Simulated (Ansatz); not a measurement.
The inner images of a band of BrH + Cl3FGe (7 atoms, charge 0, multiplicity 1) are given out of order.

The calculation used RKS B3LYP/def2-SVP (Ansatz 0.2.0).

Initial state:

```xyz
7
Properties=species:S:1:pos:R:3
Ge 0.339 0.002 -0.466
F -0.326 0.000 1.142
Cl 2.460 -0.003 -0.256
Cl -0.365 1.765 -1.435
Cl -0.360 -1.764 -1.434
Br -3.395 0.000 2.849
H -2.098 0.000 2.240
```

Final state:

```xyz
7
Properties=species:S:1:pos:R:3
Ge -0.495 -0.005 -0.745
F -0.229 0.019 3.464
Cl 1.317 -0.007 0.396
Cl -0.587 1.752 -1.973
Cl -0.585 -1.755 -1.983
Br -2.310 -0.011 0.701
H -0.857 0.008 2.781
```

Q: Put them in order from the first end to the last, with their energies above the first end.
A.
```xyz
7
Properties=species:S:1:pos:R:3
Ge 0.052 0.000 -0.129
F 0.035 0.001 1.641
Cl 2.165 0.000 -0.373
Cl -0.749 1.790 -0.977
Cl -0.749 -1.790 -0.977
Br -2.911 0.000 1.423
H -1.590 0.000 2.032
```
B.
```xyz
7
Properties=species:S:1:pos:R:3
Ge -0.412 -0.001 -0.223
F -0.057 0.003 2.174
Cl 1.756 -0.001 -0.028
Cl -0.723 1.867 -1.257
Cl -0.722 -1.869 -1.258
Br -2.586 -0.002 0.939
H -1.003 0.002 2.292
```
C.
```xyz
7
Properties=species:S:1:pos:R:3
Ge 0.268 0.000 -0.232
F 0.064 0.000 1.498
Cl 2.374 0.000 -0.571
Cl -0.649 1.768 -0.988
Cl -0.649 -1.769 -0.987
Br -3.278 0.000 1.811
H -1.877 0.000 2.110
```
D.
```xyz
7
Properties=species:S:1:pos:R:3
Ge -0.483 -0.003 -0.584
F -0.094 0.012 2.976
Cl 1.443 -0.004 0.342
Cl -0.639 1.784 -1.763
Cl -0.637 -1.787 -1.770
Br -2.370 -0.008 0.788
H -0.966 0.005 2.652
```
E.
```xyz
7
Properties=species:S:1:pos:R:3
Ge -0.247 0.000 -0.108
F -0.062 0.001 1.867
Cl 1.917 0.000 -0.206
Cl -0.752 1.858 -1.063
Cl -0.752 -1.858 -1.063
Br -2.685 0.000 1.183
H -1.166 0.001 2.030
```
F.
```xyz
7
Properties=species:S:1:pos:R:3
Ge 0.323 0.000 -0.356
F -0.091 0.000 1.334
Cl 2.452 0.000 -0.469
Cl -0.514 1.765 -1.207
Cl -0.513 -1.766 -1.208
Br -3.413 0.000 2.360
H -1.991 0.000 2.185
```
G.
```xyz
7
Properties=species:S:1:pos:R:3
Ge -0.463 -0.002 -0.411
F -0.057 0.006 2.557
Cl 1.607 -0.002 0.173
Cl -0.686 1.835 -1.509
Cl -0.684 -1.837 -1.511
Br -2.473 -0.004 0.843
H -0.989 0.003 2.498
```

A: F (0.00 eV), C (+0.03 eV), A (+0.37 eV), E (+1.21 eV), B (+0.88 eV), G (+0.50 eV), D (+0.23 eV).

Run time: 2.7 min on 4 threads of Intel(R) Xeon(R) 6975P-C (Granite Rapids) (shared host), peak memory 0.5 GiB.
